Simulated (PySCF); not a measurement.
**Removing an electron from `N#CC[SiH2]N`**

Compound: C2H6N2Si.
Geometry (PBE0-D3(BJ)/def2-SVP, Å), atoms numbered from 1 in this order:
```
atom  x, y, z in Å
N1    -1.036    2.264   -0.382
C2    -1.067    1.106   -0.409
C3    -1.012   -0.341   -0.407
Si4    0.539   -0.927    0.537
N5     1.882   -0.090   -0.145
H6    -0.959   -0.708   -1.444
H7    -1.922   -0.753    0.058
H8     0.727   -2.389    0.313
H9     0.258   -0.697    1.991
H10    2.820   -0.450   -0.009
H11    1.882    0.926   -0.132
```

Level: B3LYP/def2-SVPD (PySCF). Frontier orbitals with their largest atomic shares (Löwdin; up to four atoms above 4 %):

| orbital | ε (eV) | main atoms |
| --- | --- | --- |
| HOMO−3 | -9.81 | Si4 25 %, N1 22 %, H8 19 %, H9 11 % |
| HOMO−2 | -9.15 | N1 47 %, C2 36 %, C3 9 % |
| HOMO−1 | -8.69 | N1 35 %, C2 24 %, C3 15 %, Si4 11 % |
| HOMO | -7.60 | ? |
| LUMO | -0.20 | Si4 31 %, N5 12 %, H10 12 %, H8 9 % |
| LUMO+1 | 0.10 | Si4 23 %, C3 18 %, C2 12 %, H6 12 % |
| LUMO+2 | 0.33 | N1 22 %, C2 19 %, Si4 15 %, H7 12 % |

Problem. What vertical ionisation energy does ΔSCF give, and how far is −ε(HOMO) from it?

Solution. ΔSCF: 9.94 eV (959 kJ/mol; threshold wavelength 125 nm); ⟨S²⟩ of the doublet left behind is 0.759, against 0.75 for a pure doublet. −ε(HOMO) is 7.60 eV, 2.34 eV below it. For the exact functional −ε(HOMO) would equal the first vertical ionisation energy; B3LYP (global hybrid, 20 % exact exchange) falls short of its own ΔSCF value by 24 %. Holes in the HOMO−1 and HOMO−2 were tried too where these lie within 1.2 eV of the HOMO; the lowest converged state counts.

Problem. On which atoms does the HOMO lie?

Solution. N5 (silicon-bound nitrogen) 59 %, Si4 (SiH2 silicon) 13 %, H9 (Si–H hydrogen) 9 %, H10 (N–H hydrogen) 6 %, so more than half of it is on one atom. The HOMO−1 lies 1.09 eV lower.

Problem. How many of the 10 lowest singlet excitations (vertical TDDFT, same level) lie below the ionisation energy?

Solution. All 10; they run from 6.32 to 8.00 eV.

Problem. With α = 62.9 au, estimate the like-pair dispersion coefficient by London's formula C6 = (3/4)α²I.

Solution. I = 0.3654 Eh, so C6 ≈ 1080 au, a rough estimate.

The structure is a single PBE0-D3(BJ)/def2-SVP conformer in the gas phase; no vibrational or solvent corrections.

These values come from a run that also computed excited states and ΔSCF ions. On an Arm Neoverse V1 with one thread, on a shared host, this took 45 s wall.
